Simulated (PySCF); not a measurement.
C5H11ClSi2.
Atom-mapped SMILES: `[CH3:1][C:2]1=[CH:3][SiH2:4][C@@H:5]1[SiH2:6][CH2:7][Cl:8]` (hydrogens: H9, H10, H11 on C1; H12 on C3; H13, H14 on Si4; H15 on C5; H16, H17 on Si6; H18, H19 on C7)

Cartesian coordinates in Å at the GFN2-xTB level; atoms count from 1:
```xyz
19
C5H11ClSi2 angstrom
C     -2.0086   -1.4764    0.7086
C     -1.5330   -0.2416    0.0389
C     -2.0931    0.4945   -0.9319
Si    -0.7074    1.7589   -0.9882
C     -0.2220    0.4373    0.3528
Si     1.2938   -0.6601    0.0944
C      2.8467    0.4420    0.2377
Cl     4.2809   -0.5511   -0.1234
H     -1.3173   -2.2938    0.5028
H     -2.0350   -1.3323    1.7889
H     -3.0023   -1.7530    0.3620
H     -3.0330    0.3063   -1.4253
H      0.1404    1.8215   -2.1767
H     -0.9731    3.0965   -0.4575
H     -0.2123    0.8237    1.3754
H      1.4220   -1.7120    1.1124
H      1.2937   -1.2625   -1.2415
H      2.8527    1.2651   -0.4722
H      2.9970    0.8460    1.2356
```

Computed at PBE0/pcSseg-1 (PySCF, non-relativistic), with Q(35Cl) = −0.0817 b: Cl8, 35Cl (I = 3/2): χzz = -77.36 MHz, η = 0.024.

(1) Find the zero-field quadrupole resonance frequencies of 35Cl at Cl8.

(2) Apply the simplest Townes–Dailey estimate (no s hybridisation, no π bonding), ionic character = 1 − χzz/χ0, where χ0 is the coupling for one missing p electron along the bond: −109.74 MHz for 35Cl.

Answers

(1) From ν = (|χ|/2)√(1 + η²/3): ν = 38.69 MHz (alkyl chlorine). For 37Cl the ratio of quadrupole moments, 0.7881, gives 30.49 MHz.

(2) Cl8 on C7: 1 − (-77.36)/(-109.74) = 0.30. In this model a purely covalent bond gives χ0 and a free halide ion gives zero; s hybridisation or π bonding, where present, is counted here as ionic character.

In a crystal, neighbours and librations shift these lines. Geometry: GFN2-xTB, one conformer, isolated molecule. GFN2-xTB bond lengths can be off by several hundredths of an ångström, more for odd bonds, and the gradients follow them. With so small a basis the couplings can be 20 % off.
